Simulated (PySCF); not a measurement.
# Computed properties of Se(F)(Me) (CH3FSe), SMILES F[Se]C

Se(F)(Me) (CH₃FSe), SMILES C[Se]F. Coordinates come from a PBE0-D3(BJ)/def2-TZVP optimisation. The values are those of a single conformer. All values are computed for the isolated molecule unless a solvent is named; none is compared with measurement here.

**Structure.** The optimised structure has Cs symmetry. All 12 harmonic modes at PBE0-D3(BJ)/def2-TZVP (PySCF) are real, so it is a minimum. With heavy atoms numbered as in [Se:1]([F:2])[CH3:3], the shortest bond between them is Se1–F2 at 1.761 Å and the longest Se1–C3 at 1.921 Å.

**Vibrations.** The strongest infrared lines (harmonic, unscaled, degenerate partners summed) lie at 670 cm⁻¹ (68 km/mol, F 81 %, Se 19 %), 1466 cm⁻¹ (14 km/mol, H 95 %), 897 cm⁻¹ (9 km/mol, H 76 %, C 21 %). The softest mode is at 158 cm⁻¹ and the zero-point energy is 24.4 kcal/mol.

**Electronic structure.** ωB97X/def2-TZVPD (PySCF) places the frontier levels at -8.93 and 0.50 eV, a gap of 9.43 eV, and gives a dipole moment of 2.51 D and a mean polarisability of 42.3 bohr³.

**Excitations.** TDA-CAM-B3LYP/def2-SVPD (PySCF) has S1 at 3.17 eV (391 nm, f = 0.001, dark); the most intense of the 10 singlets computed lies at 6.08 eV (f = 0.07). T1 (TDA) is at 2.26 eV, 0.91 eV under S1. No vertical singlet excitation falls in the visible range (under 3.1 eV).

**NMR.** GIAO shifts at PBE0/pcSseg-2 (PySCF) (non-relativistic, atoms alike by connectivity averaged): ¹³C at 31.9 ppm against TMS; ¹H at 3.3 ppm against TMS; ¹⁹F at -459.6 ppm against CFCl3.
